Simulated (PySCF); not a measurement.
**Circular dichroism: SMILES C=C[C@@H]1O[SiH2]O[C@@H]1C, C5H10O2Si**

Geometry:
```
atom   x (Å)   y (Å)   z (Å)
  C1   2.292   0.218  -1.157
  C2   1.686   0.065   0.005
  C3   0.418  -0.706   0.200
  O4   0.016  -1.376  -0.966
 Si5  -1.615  -1.444  -1.086
  O6  -1.938  -0.474   0.194
  C7  -0.783   0.185   0.639
  C8  -0.722   1.583   0.038
  H9   3.210   0.771  -1.252
 H10   1.887  -0.224  -2.051
 H11   2.085   0.490   0.916
 H12   0.584  -1.460   0.984
 H13  -1.990  -0.868  -2.367
 H14  -2.156  -2.755  -0.771
 H15  -0.834   0.245   1.732
 H16   0.085   2.160   0.480
 H17  -0.567   1.508  -1.036
 H18  -1.668   2.088   0.221
```

Computed, not measured: TDDFT wB97X-D/def2-SVPD circular dichroism and optical rotation, one conformer, gas phase (PySCF). Geometry: GFN2-xTB.

The molecule is flexible and this is one conformer; a measurement averages over conformers.

(1) What are the CIP labels of the stereocentres?

(2) Which excitations and rotatory strengths does the calculation give?

Results:

(1) C3 S, C7 R.

(2) Rotatory strengths R in 10⁻⁴⁰ esu² cm², velocity form and length form (origin at the centre of mass); f in length form.
| state | E (eV) | λ (nm) | f | R (velocity) | R (length) | main |
| --- | --- | --- | --- | --- | --- | --- |
| 1 | 7.28 | 170 | 0.264 | +35.5 | +37.3 | HOMO→LUMO 0.82 |
| 2 | 7.33 | 169 | 0.013 | +46.5 | +45.0 | HOMO−1→LUMO+1 0.41, HOMO−2→LUMO+1 0.17 |
| 3 | 7.43 | 167 | 0.019 | -2.2 | -3.7 | HOMO→LUMO+1 0.43, HOMO−1→LUMO+1 0.19 |
| 4 | 7.65 | 162 | 0.002 | +5.3 | +6.0 | HOMO→LUMO+2 0.41, HOMO−2→LUMO+1 0.21 |
| 5 | 7.86 | 158 | 0.063 | -112.1 | -110.9 | HOMO−2→LUMO 0.57, HOMO−3→LUMO 0.11 |
| 6 | 7.93 | 156 | 0.029 | +80.7 | +78.6 | HOMO−1→LUMO+2 0.39, HOMO−1→LUMO 0.26 |
| 7 | 8.03 | 154 | 0.041 | -53.9 | -49.3 | HOMO−2→LUMO+2 0.27, HOMO→LUMO+4 0.15 |
| 8 | 8.17 | 152 | 0.025 | -25.2 | -24.9 | HOMO→LUMO+4 0.37, HOMO→LUMO+5 0.25 |

Among the states computed, the strongest CD band (largest |R|) is state 5. The largest dissymmetry factor in size, g = 4R/(D+G), with D and G the electric and magnetic dipole strengths, is +0.041 for state 2 (velocity form, f = 0.013), among bands with |R| over 0.5. The mirror image has the same energies and oscillator strengths and all R with the opposite sign.
